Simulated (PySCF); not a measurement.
C$_{3}$H$_{4}$N$_{2}$, charge +1, doublet (typed; the unrestricted solution is spin-contaminated), at a GFN2-xTB geometry (a state made from the parent by changing its charge; the spin is typed, not shown lowest), with bond 9-4 at 1.5 times its length; PySCF with HF/3-21G.

The PySCF input:
```python
from pyscf import gto, scf

mol = gto.M(
    atom='''
C    -0.873408   -0.809235    0.023241
C    -0.935827    0.569362   -0.313960
N     0.308554    1.047174   -0.144423
C     1.117233   -0.003472    0.161465
N     0.382547   -1.083034    0.314069
H    -1.682515   -1.506834    0.153501
H    -1.801917    1.180268   -0.501099
H     0.610148    2.000278   -0.324304
H     2.724277    0.057805    0.309117
''',
    basis='3-21g',
    charge=1,
    spin=1,
    verbose=4,
)

mf = scf.UHF(mol)
mf.kernel()
mo_i, mo_e, stable_i, stable_e = mf.stability(internal=True, external=True, return_status=True, nroots=6, tol=1e-6)
print('internally stable:', stable_i, ' externally stable:', stable_e)
if not stable_i:
    umf = mf.copy()
    umf.scf_summary = {}
    umf.kernel(umf.make_rdm1(mo_i, mf.mo_occ))
mf.analyze()
```

It wrote (shortened):

```
PySCF version 2.14.0

[INPUT] verbose = 4
[INPUT] num. atoms = 9
[INPUT] num. electrons = 35
[INPUT] charge = 1
[INPUT] spin (= nelec alpha-beta = 2S) = 1
[INPUT] symmetry False subgroup None
[INPUT] Mole.unit = angstrom
[INPUT] Symbol           X                Y                Z      unit          X                Y                Z       unit  Magmom
[INPUT]  1 C     -0.873408000000  -0.809235000000   0.023241000000 AA   -1.650501915004  -1.529232520412   0.043919124861 Bohr   0.0
[INPUT]  2 C     -0.935827000000   0.569362000000  -0.313960000000 AA   -1.768456729973   1.075938245735  -0.593298414068 Bohr   0.0
[INPUT]  3 N      0.308554000000   1.047174000000  -0.144423000000 AA    0.583082554639   1.978872064765  -0.272919916088 Bohr   0.0
[INPUT]  4 C      1.117233000000  -0.003472000000   0.161465000000 AA    2.111264387326  -0.006561129104   0.305124628703 Bohr   0.0
[INPUT]  5 N      0.382547000000  -1.083034000000   0.314069000000 AA    0.722909059774  -2.046637643592   0.593504394216 Bohr   0.0
[INPUT]  6 H     -1.682515000000  -1.506834000000   0.153501000000 AA   -3.179492550473  -2.847503575183   0.290074849847 Bohr   0.0
[INPUT]  7 H     -1.801917000000   1.180268000000  -0.501099000000 AA   -3.405129629198   2.230383273588  -0.946939871293 Bohr   0.0
[INPUT]  8 H      0.610148000000   2.000278000000  -0.324304000000 AA    1.153012615451   3.779977592993  -0.612845741101 Bohr   0.0
[INPUT]  9 H      2.724277000000   0.057805000000   0.309117000000 AA    5.148137417452   0.109235618630   0.584146470447 Bohr   0.0

nuclear repulsion = 162.363031681098
number of shells = 33
number of NR pGTOs = 87
number of NR cGTOs = 53
basis = 3-21g
ecp = {}

******** <class 'pyscf.scf.uhf.UHF'> ********
method = UHF
initial guess = minao
damping factor = 0
level_shift factor = 0
DIIS = <class 'pyscf.scf.diis.CDIIS'>
diis_start_cycle = 1
diis_space = 8
diis_damp = 0
SCF conv_tol = 1e-09
SCF conv_tol_grad = None
SCF max_cycles = 50
direct_scf = True
direct_scf_tol = 1e-13
number electrons alpha = 18  beta = 17
Set gradient conv threshold to 3.16228e-05
init E= -224.81505954689

cycle= 1 E= -223.019906019662  delta_E=  1.8  |g|= 0.462  |ddm|= 2.21
cycle= 2 E= -223.140984689339  delta_E= -0.121  |g|= 0.243  |ddm|= 0.809
cycle= 3 E= -223.167168952583  delta_E= -0.0262  |g|= 0.0585  |ddm|= 0.275
cycle= 4 E= -223.170593291859  delta_E= -0.00342  |g|= 0.0293  |ddm|= 0.0944
cycle= 5 E= -223.172043371131  delta_E= -0.00145  |g|= 0.0183  |ddm|= 0.0559
cycle= 6 E= -223.173491197427  delta_E= -0.00145  |g|= 0.0113  |ddm|= 0.0719
cycle= 7 E= -223.174121429423  delta_E= -0.00063  |g|= 0.00844  |ddm|= 0.0501
cycle= 8 E= -223.174443630584  delta_E= -0.000322  |g|= 0.0067  |ddm|= 0.0342
cycle= 9 E= -223.1748558531  delta_E= -0.000412  |g|= 0.00485  |ddm|= 0.0541
cycle= 10 E= -223.175120276977  delta_E= -0.000264  |g|= 0.00311  |ddm|= 0.053
cycle= 11 E= -223.17521604528  delta_E= -9.58e-05  |g|= 0.0017  |ddm|= 0.0358
cycle= 12 E= -223.175231584843  delta_E= -1.55e-05  |g|= 0.000897  |ddm|= 0.0133
cycle= 13 E= -223.175235114637  delta_E= -3.53e-06  |g|= 0.000458  |ddm|= 0.00522
cycle= 14 E= -223.175235993828  delta_E= -8.79e-07  |g|= 0.000286  |ddm|= 0.00264
cycle= 15 E= -223.17523631111  delta_E= -3.17e-07  |g|= 0.000173  |ddm|= 0.00117
cycle= 16 E= -223.175236457967  delta_E= -1.47e-07  |g|= 0.000116  |ddm|= 0.000993
cycle= 17 E= -223.175236521441  delta_E= -6.35e-08  |g|= 7.44e-05  |ddm|= 0.000666
cycle= 18 E= -223.175236557498  delta_E= -3.61e-08  |g|= 4.02e-05  |ddm|= 0.000513
cycle= 19 E= -223.175236567086  delta_E= -9.59e-09  |g|= 2.07e-05  |ddm|= 0.000263
cycle= 20 E= -223.175236569115  delta_E= -2.03e-09  |g|= 1.15e-05  |ddm|= 0.00011
cycle= 21 E= -223.175236569596  delta_E= -4.81e-10  |g|= 6.99e-06  |ddm|= 6.3e-05
Extra cycle  E= -223.175236569682  delta_E= -8.65e-11  |g|= 5.12e-06  |ddm|= 1.26e-05
converged SCF energy = -223.175236569682  <S^2> = 0.93932496  2S+1 = 2.1811235
uhf_internal: lowest eigs of H = [0.13089595 0.16049897 0.23688292 0.26468072 0.32258686 0.38154796]
<class 'pyscf.scf.uhf.UHF'> wavefunction is stable in the internal stability analysis
uhf_real2complex: lowest eigs of H = [0.12939619 0.17251281 0.21224848 0.238447   0.25608049 0.26683773]
<class 'pyscf.scf.uhf.UHF'> wavefunction is stable in the real -> complex stability analysis
uhf_external: lowest eigs of H = [-2.17366858e-06  3.87439267e-02  5.14257402e-02  1.05333742e-01
  1.65503277e-01  1.80471339e-01]
<class 'pyscf.scf.uhf.UHF'> wavefunction is stable in the UHF/UKS -> GHF/GKS stability analysis
internally stable: True  externally stable: True
**** SCF Summaries ****
Total Energy =                        -223.175236569682312
Nuclear Repulsion Energy =             162.363031681097567
One-electron Energy =                 -613.941511385765466
Two-electron Energy =                  228.403243134985559
Two-electron Coulomb Energy =          258.100943281179013
DFT Exchange-Correlation Energy =      -29.697700146193455
**** MO energy ****
                             alpha | beta                alpha | beta
MO #1   energy= -15.8196885615777  | -15.8274866620486  occ= 1 | 1
MO #2   energy= -15.7191506774213  | -15.7279011746239  occ= 1 | 1
MO #3   energy= -11.5519298793362  | -11.5286156870032  occ= 1 | 1
MO #4   energy= -11.5282124515221  | -11.5156025315045  occ= 1 | 1
MO #5   energy= -11.487585496364   | -11.4775310397126  occ= 1 | 1
MO #6   energy= -1.65299991748822  | -1.6421680607386   occ= 1 | 1
MO #7   energy= -1.44687602364099  | -1.4605039101737   occ= 1 | 1
MO #8   energy= -1.29974104921656  | -1.23517361286394  occ= 1 | 1
MO #9   energy= -1.09518562705339  | -1.08342864051471  occ= 1 | 1
MO #10  energy= -1.06815644948563  | -1.05269222319737  occ= 1 | 1
MO #11  energy= -1.006968944079    | -0.980757162761149 occ= 1 | 1
MO #12  energy= -0.888113070110712 | -0.867742413613214 occ= 1 | 1
MO #13  energy= -0.87320110873871  | -0.856486085803553 occ= 1 | 1
MO #14  energy= -0.864187499076156 | -0.835596997633009 occ= 1 | 1
MO #15  energy= -0.753924001936781 | -0.732860615342305 occ= 1 | 1
MO #16  energy= -0.649390635668321 | -0.680774393596216 occ= 1 | 1
MO #17  energy= -0.643493305248837 | -0.64997747659121  occ= 1 | 1
MO #18  energy= -0.630907798319452 | -0.225013810574933 occ= 1 | 0
MO #19  energy= -0.105325821178154 | -0.0674752122685534 occ= 0 | 0
MO #20  energy= -0.064369990601342 | -0.000251868094768071 occ= 0 | 0
MO #21  energy= 0.0011810825708114 | 0.0486233392382098 occ= 0 | 0
MO #22  energy= 0.0523832963176787 | 0.0508067367886763 occ= 0 | 0
MO #23  energy= 0.0985225922048016 | 0.108826864151669  occ= 0 | 0
MO #24  energy= 0.129553655742651  | 0.139218224859052  occ= 0 | 0
MO #25  energy= 0.181850733729719  | 0.199469877017504  occ= 0 | 0
MO #26  energy= 0.195344915372993  | 0.209401247721897  occ= 0 | 0

To work with the spin densities directly, `use mulliken_meta_spin()` only printing them here.

 ** Mulliken spin pop alpha/beta on meta-lowdin orthogonal AOs **
 ** Mulliken Spin Density (per AO)  **
spin_pop of  0 C 1s       -0.00000
spin_pop of  0 C 2s        0.02960
spin_pop of  0 C 3s       -0.00034
spin_pop of  0 C 2px       0.03059
spin_pop of  0 C 2py       0.03089
spin_pop of  0 C 2pz       0.34839
spin_pop of  0 C 3px       0.00003
spin_pop of  0 C 3py       0.00006
spin_pop of  0 C 3pz       0.00095
spin_pop of  1 C 1s       -0.00001
spin_pop of  1 C 2s        0.03726
spin_pop of  1 C 3s       -0.00040
spin_pop of  1 C 2px       0.03786
spin_pop of  1 C 2py       0.01848
spin_pop of  1 C 2pz       0.46761
spin_pop of  1 C 3px      -0.00001
spin_pop of  1 C 3py      -0.00009
spin_pop of  1 C 3pz       0.00128
spin_pop of  2 N 1s        0.00000
spin_pop of  2 N 2s       -0.01799
spin_pop of  2 N 3s        0.00009
spin_pop of  2 N 2px      -0.03059
spin_pop of  2 N 2py      -0.02090
spin_pop of  2 N 2pz      -0.14063
spin_pop of  2 N 3px       0.00039
spin_pop of  2 N 3py       0.00009
spin_pop of  2 N 3pz       0.00078
spin_pop of  3 C 1s       -0.00001
spin_pop of  3 C 2s        0.12287
spin_pop of  3 C 3s        0.00032
spin_pop of  3 C 2px       0.16855
spin_pop of  3 C 2py       0.04974
spin_pop of  3 C 2pz       0.45737
spin_pop of  3 C 3px      -0.00051
spin_pop of  3 C 3py       0.00011
spin_pop of  3 C 3pz       0.00068
spin_pop of  4 N 1s        0.00000
spin_pop of  4 N 2s       -0.01175
spin_pop of  4 N 3s        0.00023
spin_pop of  4 N 2px      -0.02784
spin_pop of  4 N 2py      -0.02427
spin_pop of  4 N 2pz      -0.20934
spin_pop of  4 N 3px       0.00044
spin_pop of  4 N 3py       0.00024
spin_pop of  4 N 3pz      -0.00036
spin_pop of  5 H 1s       -0.02602
spin_pop of  5 H 2s        0.00003
spin_pop of  6 H 1s       -0.03032
spin_pop of  6 H 2s       -0.00001
spin_pop of  7 H 1s        0.01022
spin_pop of  7 H 2s        0.00010
spin_pop of  8 H 1s       -0.27405
spin_pop of  8 H 2s        0.00019
 ** Mulliken Spin Density (per atom)  **
spin density of  0 C =      0.44016
spin density of  1 C =      0.56199
spin density of  2 N =     -0.20876
spin density of  3 C =      0.79912
spin density of  4 N =     -0.27264
spin density of  5 H =     -0.02599
spin density of  6 H =     -0.03034
spin density of  7 H =      0.01032
spin density of  8 H =     -0.27386
 ** Mulliken pop alpha/beta on meta-lowdin orthogonal AOs **
 ** Mulliken pop       alpha | beta **
In total            18.00000 | 17.00000
 ** Mulliken atomic charges   ( Nelec_alpha | Nelec_beta ) **
charge of  0C =      0.10977  (     3.16520      2.72504 )
charge of  1C =      0.16174  (     3.20012      2.63814 )
charge of  2N =     -0.16320  (     3.47722      3.68598 )
charge of  3C =      0.20543  (     3.29684      2.49772 )
charge of  4N =     -0.23211  (     3.47973      3.75237 )
charge of  5H =      0.18932  (     0.39234      0.41834 )
charge of  6H =      0.19332  (     0.38817      0.41851 )
charge of  7H =      0.30942  (     0.35045      0.34013 )
charge of  8H =      0.22631  (     0.24992      0.52378 )

WARN: System has nonzero charge 1; the dipole moment is origin-dependent.
Location of origin: [0. 0. 0.]

Dipole moment(X, Y, Z, Debye): -0.58801,  4.09436, -1.13557
```
